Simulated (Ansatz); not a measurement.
Reaction (ligand exchange at the Al–C bond): `C[CH2][Al]([CH3])[F]` + HI → `[CH3][Al]([F])[I]` + `CC`

Gas-phase electronic energies from Ansatz, PBE0-D4/def2-TZVP geometries. CCSD(T)/CBS is the MP2 limit (def2-TZVPP, def2-QZVPP) plus CCSD(T) − MP2 in def2-TZVPP, frozen cores. This one scheme is used for every species. Functionals use def2-TZVPP. B3LYP here is the variant with VWN-RPA as its local correlation; programs differ in this. HSE06 is defined as in plane-wave codes. Elements past krypton have def2 core potentials. For I outer-core shells are correlated without core-valence functions, which leaves a few kJ/mol of doubt a bond. Each species was taken in one conformer, which may not be the lowest.

```csv
level,ΔE (kJ/mol),difference from CCSD(T)/CBS
HSE06-D4,-169.8,2.3
PBE-QIDH,-175.9,-3.8
B3LYP,-167.5,4.6
HSE06,-170.9,1.2
RPA@PBE/def2-TZVPP,-159.4,12.7
CCSD/def2-SVP,-168.3,3.8
CCSD(T)/def2-SVP,-167.0,5.1
SCS-MP2/def2-TZVPP,-172.7,-0.6
SCS-MP2/def2-QZVPP,-175.9,-3.8
HF/CBS(def2),-186.8,-14.7
CCSD(T)/CBS,-172.1,0
```

Largest T1 diagnostic among the species: 0.011.

In def2-TZVPP, CCSD(T) changes the Hartree–Fock value by +20.6 kJ/mol (the triples alone add +1.3 kJ/mol) and MP2 by +11.8 kJ/mol. From BLYP to BHLYP (50 % exact exchange), in def2-TZVPP and without D4, ΔE moves by −12.4 kJ/mol. At CCSD(T), def2-SVP lies +5.1 kJ/mol from the extrapolated value and def2-TZVPP +5.7 kJ/mol.
